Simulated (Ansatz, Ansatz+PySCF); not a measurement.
```xyz
5

B    -0.1471    0.4129    0.1426
H     1.7723   -5.9461   -1.9794
H     0.7978    0.9691   -0.3464
H     0.0083   -0.1240    1.1983
H    -1.2458    0.8639   -0.2039
```

Basis set: def2-SVP (spherical functions). Left uncorrelated: 1 orbital. Charge 0, multiplicity 2.

Computed with Ansatz (development build ahead of 0.2.0); each method stands on the lowest determinant of its kind that the runs found.

(1) Give the atomization energy at this shape (free ground-state atoms in the same class of orbitals less the molecule, no zero-point energy) of doublet BH₄ in separate pieces by PBE0 (unrestricted), UHF-MP2, UHF.

Results:

(1)

```tsv
method	atomization energy
PBE0 (unrestricted)	11.93 eV
UHF-MP2	11.46 eV
UHF	9.91 eV
```

Caution: the shape is not the minimum. Caution for PBE0 (unrestricted): charge can spread falsely over distant fragments.
